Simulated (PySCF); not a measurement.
Ground-state electric properties of a mixed set of molecules.

All values: PBE0/def2-SVPD (PySCF) at GFN2-xTB geometries, gas phase, one conformer each. Core orbitals are frozen in the response; Δα² is half the sum of the squared differences of the principal polarisabilities.

(1) Rank by dipole moment, lowest first.
A. `[NH2:1][C:2](=[O:3])[CH2:4][CH2:5][F:6]` with H–N1–C2–O3 180° and 0°, N1–C2–C4–C5 180°, C2–C4–C5–F6 180°
B. `[CH3:1][C@@H:2]([F:3])[C:4]([NH2:5])=[O:6]` with C1–C2–C4–N5 -113°, C2–C4–N5–H -179° and -3°
C. `[CH2:1]=[CH:2][C@@H:3]1[O:4][CH2:5][O:6][C@@H:7]([F:8])[O:9]1` with C1–C2–C3–O4 -122°, C2–C3–O4–C5 -175°, C3–O4–C5–O6 58°, O4–C5–O6–C7 -53°, C5–O6–C7–F8 -72°
D. `C#C/C=C(\F)C#C`
E. `C#C[C@]1(F)[SiH2]C=C1C#N`

(2) Rank by mean static polarisability, highest first.
A. `C=C[C@@H]1OCO[C@@H](F)O1`
B. `C[C@@H](F)C(N)=O`
C. `C#C[C@]1(F)[SiH2]C=C1C#N`
D. `C(#C)/C=C(\F)C#C`

## Answers

(1) C (1.35 D), D (1.60 D), B (2.22 D), A (3.84 D), E (4.99 D).

(2) C (14.51 Å³), D (11.73 Å³), A (10.47 Å³), B (7.36 Å³).

All values together:

| SMILES | formula | μ (D) | HOMO (eV) | LUMO (eV) | α (Å³) | Δα (Å³) | electrons | α per electron (Å³) |
| --- | --- | --- | --- | --- | --- | --- | --- | --- |
| C#C[C@]1(F)[SiH2]C=C1C#N | C6H4FNSi | 4.99 | -7.97 | -2.30 | 14.51 | 6.45 | 70 | 0.207 |
| NC(=O)CCF | C3H6FNO | 3.84 | -7.78 | 0.30 | 7.35 | 2.54 | 48 | 0.153 |
| C#C/C=C(\F)C#C | C6H3F | 1.60 | -7.02 | -1.89 | 11.73 | 14.28 | 48 | 0.244 |
| C=C[C@@H]1OCO[C@@H](F)O1 | C5H7FO3 | 1.35 | -8.42 | -0.39 | 10.47 | 3.74 | 70 | 0.150 |
| C[C@@H](F)C(N)=O | C3H6FNO | 2.22 | -7.65 | 0.28 | 7.36 | 1.99 | 48 | 0.153 |

Conformers: `[NH2:1][C:2](=[O:3])[CH2:4][CH2:5][F:6]` with H–N1–C2–O3 180° and 0°, N1–C2–C4–C5 180°, C2–C4–C5–F6 180°; `[CH2:1]=[CH:2][C@@H:3]1[O:4][CH2:5][O:6][C@@H:7]([F:8])[O:9]1` with C1–C2–C3–O4 -122°, C2–C3–O4–C5 -175°, C3–O4–C5–O6 58°, O4–C5–O6–C7 -53°, C5–O6–C7–F8 -72°; `[CH3:1][C@@H:2]([F:3])[C:4]([NH2:5])=[O:6]` with C1–C2–C4–N5 -113°, C2–C4–N5–H -179° and -3°.
